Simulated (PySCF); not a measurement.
## A small calculation by hand: chemical shift, span and skew from a shielding tensor

H2Se, SMILES [SeH2]. Atoms are numbered in the order given.

```xyz
3

Se     0.0000     0.0000     0.0566
H      0.0000    -1.0493    -0.9621
H      0.0000     1.0493    -0.9621
```

Coordinates come from a ωB97X-D3(BJ)/def2-TZVPD optimisation.

GIAO shieldings from PySCF with PBE/pcSseg-2, non-relativistic, no solvent. The symmetric part of the tensor of Se1 has the principal values 1813.3, 1967.0, 2512.7 ppm. The same nucleus in Me2Se has σ = 1646.5 ppm at this level (PySCF, at its B3LYP-D3(BJ)/def2-TZVP geometry).

Work out the isotropic shielding, the ⁷⁷Se shift against Me2Se, the span and the skew.


σ(iso) = (σ11 + σ22 + σ33)/3 = 2097.7 ppm. δ = σ(ref) − σ(iso) = 1646.5 − (2097.7) = -451.2 ppm.
Span Ω = σ33 − σ11 = 699.4 ppm. Skew κ = 3(σ(iso) − σ22)/Ω = 0.56. Tumbling in solution averages the tensor to δ; in a static solid the shielding alone would spread this spin-1/2 line over Ω.
